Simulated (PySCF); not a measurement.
CH3Si, SMILES C=[SiH], multiplicity 2. The structure is a stationary point at B3LYP-D3(BJ)/def2-TZVP. The isomer is the one that the SMILES or the coordinates give; other isomers of the formula were not compared.

These are B3LYP-D3(BJ)/def2-TZVP (PySCF) values and carry that method's errors.

Harmonic wavenumbers (cm⁻¹): 265, 517, 746, 834, 967, 1366, 2128, 3122, 3228. Rotational constants (GHz): 157.5, 15.56, 14.16; symmetry number 1.

Q: Work out the zero-point energy and the ideal-gas rigid-rotor harmonic-oscillator thermochemistry at 298.15 K and 1 atm.

A: ZPE = ½ Σ hcν = ½ × 13173 cm⁻¹ = 18.83 kcal/mol. H − E(el) = 21.76 kcal/mol. Entropy in cal/(mol K): translation 37.21, rotation 19.77, vibration 2.81, spin 1.38, total 61.16. G − E(el) = 3.53 kcal/mol. Cp = 12.78 cal/(mol K).
